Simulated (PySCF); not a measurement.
An unknown gives this computed stick spectrum. Method used: TDDFT CAM-B3LYP/def2-SVPD, vertical, gas phase, core orbitals frozen in the response in PySCF. Geometries: GFN2-xTB, one conformer each.

| state | E (eV) | f |
| --- | --- | --- |
| S1 | 4.70 | 0.0058 |
| S2 | 5.11 | 0.0004 |
| S3 | 5.49 | 0.091 |
| S4 | 6.20 | 0.167 |
| S5 | 6.86 | 0.040 |
| S6 | 6.90 | 0.011 |
| S7 | 7.02 | 0.064 |
| S8 | 7.12 | 0.158 |

Problem. Which candidate is it?
A. `N#C/C=C(\F)[SiH2]N`
B. `N#C[C@@H](F)/C=N\[SiH3]`
C. `N#C/C(CF)=N\[SiH3]`
D. `N#CC1=C(C[SiH3])C[SiH2]1`
E. `[SiH3][SiH2]c1ccccn1`

Solution. E. Its S1 lies at 4.70 eV; the nearest of the others has S1 at 4.08 eV. S1 is HOMO→LUMO (91%). Löwdin shares by element: HOMO nitrogen 49%, carbon 23% or more, silicon 7% or more (atoms not listed hold the other 21%); LUMO carbon 49% or more, nitrogen 19% (atoms not listed hold the other 32%). At the same level the other candidates give, for their lowest levels:
- `N#C/C=C(\F)[SiH2]N`: 5.96 eV (f 0.231); 6.02 eV (f 0.231); 6.44 eV (f 0.004); 6.78 eV (f 0.011); 6.96 eV (f 0.012); T1 3.55 eV; HOMO -9.42, LUMO -0.75 eV
- `N#C[C@@H](F)/C=N\[SiH3]`: 4.08 eV (f 0.000); 6.24 eV (f 0.007); 6.67 eV (f 0.010); 7.39 eV (f 0.003); 7.51 eV (f 0.224); T1 3.51 eV; HOMO -9.11, LUMO -0.52 eV
- `N#CC1=C(C[SiH3])C[SiH2]1`: 5.56 eV (f 0.318); 5.81 eV (f 0.001); 6.21 eV (f 0.000); 6.52 eV (f 0.003); 6.61 eV (f 0.007); T1 3.57 eV; HOMO -8.60, LUMO -0.24 eV
- `N#C/C(CF)=N\[SiH3]`: 3.81 eV (f 0.001); 6.20 eV (f 0.000); 6.26 eV (f 0.285); 6.95 eV (f 0.014); 7.08 eV (f 0.001); T1 3.22 eV; HOMO -9.62, LUMO -1.42 eV

Shape of the structure used: `[SiH3:1][SiH2:2][c:3]1[cH:4][cH:5][cH:6][cH:7][n:8]1`: Si1–Si2–C3–C4 113°.
Triplets come from the Tamm–Dancoff approximation.
